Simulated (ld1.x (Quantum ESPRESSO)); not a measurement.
The numbers below are computed, except where a source is named.
## Potentials for Ru compared

Generated with ld1.x 7.5 (TM, RRKJ, ultrasoft, PAW), atompaw 4.2 or ONCVPSP 4.0.1. The cutoff is in Ry: for ld1.x and atompaw files where the sum of valence levels is converged to 10 mRy in a Bessel basis, for ONCV files where the hardest occupied wave has 1 mHa per electron of residual kinetic energy. The error is the largest all-electron minus pseudo excitation energy over each file’s own four to seven test configurations (ionisations up to +4, promotions, holes and added fractions of an electron), all of which were solved. The labels leave out finer settings (local radius, basis sizes, second energies), which also bear on the numbers. Spin-polarised tests are not counted. The rows are a selection from randomly drawn settings: files with unsolved tests, undetermined cutoffs or missed reference levels are left out.

```csv
potential,cutoff (Ry),largest error (meV),bound ghosts
"PAW, Wu–Cohen, scalar-relativistic, rc 2.70/1.60/2.15/2.80 (spdf), local smoothed, core correction yes, reference 4p6 4d7 5s0 5p0",35,-46,none
"ultrasoft, LDA (PZ), scalar-relativistic, rc 2.30/2.70/1.45 (spd), local smoothed, core correction yes, reference 4d5 5s0 5p0",50,-495,none
"TM semilocal, PBE, scalar-relativistic, rc 3.05/3.85/1.40 (spd), local p, core correction yes, reference 4d7.5 5s0.5 5p0",55,-1349,none
"RRKJ, LDA (PZ), fully relativistic, rc 1.95/3.95/1.75/4.15 (spdf), local s, core correction yes, reference 4d7 5s1 5p0",45,-1656,none
"ultrasoft, LDA (PZ), scalar-relativistic, rc 3.30/3.15/1.50 (spd), local smoothed, core correction yes, reference 4d7 5s1 5p0",45,-1141,none
```

Question: Fill in the row for Ru: TM, PBE, scalar-relativistic, rc 2.55/2.95/1.40 (spd), local s, core correction no, reference 4d7 5s1 5p0.

Answer: cutoff 55 Ry, largest error -360 meV, bound ghosts: none.

Question: Fill in the row for Ru: PAW, LDA (PZ), scalar-relativistic, rc 2.60/2.55/1.55 (spd), local smoothed, core correction yes, reference 4d6 5s0 5p0.

Answer: cutoff 45 Ry, largest error -738 meV, bound ghosts: none.

Question: Fill in the row for Ru: TM, PBEsol, fully relativistic, rc 2.40/2.90/1.90 (spd), local s, core correction no, reference 4d7 5s1 5p0.

Answer: cutoff 50 Ry, largest error -1079 meV, bound ghosts: none.
